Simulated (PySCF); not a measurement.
This PySCF input asks for the NMR shieldings of `C#C[P@@](=S)(CCC)C1CC1`, C$_{8}$H$_{13}$PS; the geometry comes from GFN2-xTB.

```python
import basis_set_exchange as bse
import numpy as np
from pyscf import gto, dft
from pyscf.prop import nmr

atoms = """
C    -0.111994    3.222166   -0.703820
C    -0.251406    2.042406   -0.513497
P    -0.519705    0.292085   -0.531088
S    -0.801181   -0.429088   -2.306508
C     0.944007   -0.368279    0.376687
C     2.197058   -0.214062   -0.477481
C     3.411409   -0.852176    0.183262
C    -1.903680    0.087960    0.642478
C    -2.602558   -1.241839    0.612123
C    -3.280405   -0.036430    0.058910
H     0.022567    4.260259   -0.804923
H     1.044675    0.158647    1.329380
H     0.742433   -1.425755    0.579215
H     2.382483    0.850091   -0.651080
H     2.019079   -0.679528   -1.450885
H     3.256175   -1.920881    0.315969
H     3.596226   -0.406686    1.159153
H     4.295712   -0.709107   -0.432774
H    -1.781101    0.598690    1.590321
H    -2.946818   -1.659704    1.546332
H    -2.242581   -1.975597   -0.096927
H    -4.104285    0.400918    0.602085
H    -3.370863    0.032895   -1.016854
"""
names = dict.fromkeys(["C", "P", "S", "H"], "pcSseg-1")
basis = {el: gto.basis.parse(bse.get_basis(n, elements=[el], fmt="nwchem")) for el, n in names.items()}
mol = gto.M(atom=atoms, basis=basis, charge=0, verbose=0)
mf = dft.RKS(mol, xc="PBE0")
mf.grids.level = 2
mf.grids.alignment = dft.numint.BLKSIZE   # the property module wants whole blocks of grid points
mf.conv_tol = 1e-9
mf.kernel()

calc = nmr.RKS(mf)   # GIAO
C = mf.mo_coeff
Co = C[:, mf.mo_occ > 0]
resp = mf.gen_response(singlet=True, hermi=2)
def vind(x):   # induced exchange potential for any number of trial vectors
    d = np.einsum("pi,xij,qj->xpq", C, 2 * x.reshape(-1, C.shape[1], Co.shape[1]), Co, optimize=True)
    return np.einsum("xpq,pi,qj->xij", resp(d - d.transpose(0, 2, 1)), C, Co, optimize=True).ravel()
mo1, _ = nmr.rhf.solve_mo1(calc, with_cphf=vind)
sigma = calc.kernel(mo1)
for i, s in enumerate(sigma):   # ppm
    print("%2d %-2s %9.2f" % (i, mol.atom_pure_symbol(i), np.trace(s) / 3))
```

Task: Give the expected output.

Result: 
```
 0 C      85.57
 1 C     100.85
 2 P     297.79
 3 S     781.29
 4 C     143.17
 5 C     166.39
 6 C     169.31
 7 C     171.22
 8 C     185.07
 9 C     183.23
10 H      29.16
11 H      29.86
12 H      30.30
13 H      30.11
14 H      29.49
15 H      30.77
16 H      30.74
17 H      30.26
18 H      30.66
19 H      31.19
20 H      30.93
21 H      31.01
22 H      30.45
```

These numbers come from an equivalent density-fitted implementation of the same equations, which agrees with the script to about 0.01 ppm for H and up to a few tenths of a ppm for heavy atoms, so last digits may differ.

Task: Turn these shieldings into chemical shifts. Scale: ¹³C (σref 186.93) and ¹H (σref 31.72) vs TMS; H3PO4 for ³¹P (σref 318.38); ³³S (σref 503.73) against CS2 (reference shieldings calculated alike).

Result: Averaging equivalent atoms: C 0: 101.4; C 1: 86.1; C 4: 43.8; C 5: 20.5; C 6: 17.6; C 7: 15.7; C 9: 3.7; C 8: 1.9; P 2: 20.6; S 3: -278; H 10: 2.56; H 14: 2.23; H 11: 1.86; H 13: 1.60; H 12: 1.42; H 22: 1.27; H 15/16/17: 1.13; H 18: 1.06; H 20: 0.79; H 21: 0.71; H 19: 0.53 ppm. Experimental scales use liquid or dissolved standards, which lie at an offset from isolated H3PO4.

Size and cost of the density-fitted run: 249 basis functions, of the order of 2.8 core-minutes.
